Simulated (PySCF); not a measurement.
Structure with atom numbers: `[SiH3:1][S:2][GaH-:3]1[Cl+:4][GaH2-:5][Cl+:6]1`. Hydrogens are named by the atom that carries them. Ha(Ga5) is cis to S2 on the ring; Hb(Ga5) is trans to S2 on the ring.

Geometry: PBE0-D3(BJ)/def2-SVP; GIAO shifts from PySCF 2.14.0 with density-fitted response routines, gas phase, non-relativistic, averaged over equivalent atoms.

At PBE0/pcSseg-1 (208 basis functions, 31 s wall time on 1 thread of an x86-64 server CPU, shared host):
```
  atoms  δ (ppm)
    Si1    -56.5
     S2   -256.1
    Ga3    280.0
    Ga5    246.4
Cl4/Cl6     44.7
 H(Ga3)     5.60
Ha(Ga5)     5.38
Hb(Ga5)     5.32
 H(Si1)     4.73
```

Shifts are taken against calculated references (same method and geometry level): ²⁹Si (351.99 ppm) and ¹H (31.27 ppm) vs TMS; ³³S (495.66 ppm) vs CS2; ⁷¹Ga (1710.18 ppm) against GaH4-; ³⁵Cl (943.27 ppm) against HCl.

Question: Predict the values at HF/pcSseg-1 on the same geometry.

Answer: 
```csv
atoms,δ at HF/pcSseg-1,change
Si1,-52.5,+4.0
S2,-332.7,-76.6
Ga3,211.1,-68.9
Ga5,171.6,-74.8
Cl4/Cl6,-33.0,-77.7
H(Ga3),4.79,-0.81
Ha(Ga5),4.71,-0.67
Hb(Ga5),4.65,-0.67
H(Si1),4.36,-0.37
```

Scale: TMS for ²⁹Si (σ = 393.43 ppm) and ¹H (σ = 31.69 ppm); CS2 for ³³S (σ = 513.52 ppm); GaH4- for ⁷¹Ga (σ = 1839.09 ppm); HCl for ³⁵Cl (σ = 955.90 ppm) (reference shieldings calculated alike).

The largest change is at Cl4/Cl6 (chlorine bonded to 2 Ga, in a 4-membered ring). Cost: 208 basis functions, 18 s wall time on 1 thread of an x86-64 server CPU, shared host.

Relativistic effects, spin–orbit coupling among them, are left out; they matter for Ga and for the light atoms bonded to it.
